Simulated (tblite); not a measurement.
Parent: `[F:1][C:2]([F:3])([Cl:4])[C@H:5]1[CH2:6][O:7]1` with F1–C2–C5–C6 -167°, C3H3ClF2O.

The geometries are computed with GFN2-xTB (gas phase). One conformer each, not checked by frequencies here.

| coordinate of the parent | value |
| --- | --- |
| F1–C2 | 1.345 Å |
| C2–F3 | 1.352 Å |
| C2–Cl4 | 1.776 Å |
| C2–C5 | 1.517 Å |
| C5–C6 | 1.465 Å |
| C6–O7 | 1.396 Å |
| C5–O7 | 1.384 Å |
| F1–C2–F3 | 105.3° |
| F1–C2–Cl4 | 108.8° |
| F1–C2–C5 | 110.9° |
| F3–C2–Cl4 | 108.8° |
| F3–C2–C5 | 109.8° |
| Cl4–C2–C5 | 112.9° |
| C2–C5–C6 | 120.4° |
| C2–C5–O7 | 118.2° |
| C6–C5–O7 | 58.6° |
| C5–C6–O7 | 57.8° |
| C5–O7–C6 | 63.6° |

**Question.** How does the shared frame change in `[F:1][C:2]([F:3])([Cl:4])[C@:5]1([F:6])[CH2:7][O:8]1` with F1–C2–C5–F6 62°, C3H2ClF3O? Atoms pair as F1 = F3, C2 = C2, F3 = F1, Cl4 = Cl4, C5 = C5, C6 = C7, O7 = O8 (parent first).

**Answer.** 
```csv
parent,relative,value in the relative,change
F1–C2,F3–C2,1.342 Å,-0.003
C2–F3,C2–F1,1.345 Å,-0.007
C2–Cl4,C2–Cl4,1.776 Å,0.000
C2–C5,C2–C5,1.523 Å,+0.006
C5–C6,C5–C7,1.464 Å,-0.001
C6–O7,C7–O8,1.414 Å,+0.018
C5–O7,C5–O8,1.358 Å,-0.026
F1–C2–F3,F3–C2–F1,106.1°,+0.8
F1–C2–Cl4,F3–C2–Cl4,109.5°,+0.7
F1–C2–C5,F3–C2–C5,109.9°,-1.0
F3–C2–Cl4,F1–C2–Cl4,109.4°,+0.6
F3–C2–C5,F1–C2–C5,110.3°,+0.5
Cl4–C2–C5,Cl4–C2–C5,111.5°,-1.4
C2–C5–C6,C2–C5–C7,123.2°,+2.8
C2–C5–O7,C2–C5–O8,119.0°,+0.8
C6–C5–O7,C7–C5–O8,60.0°,+1.4
C5–C6–O7,C5–C7–O8,56.3°,-1.5
C5–O7–C6,C5–O8–C7,63.7°,+0.1
```

Of the parent's bonds, C5–O7 changes most (-0.026 Å). Bonds of the relative outside the shared frame: C5–F6 1.354 Å. Point group C1 → C1.
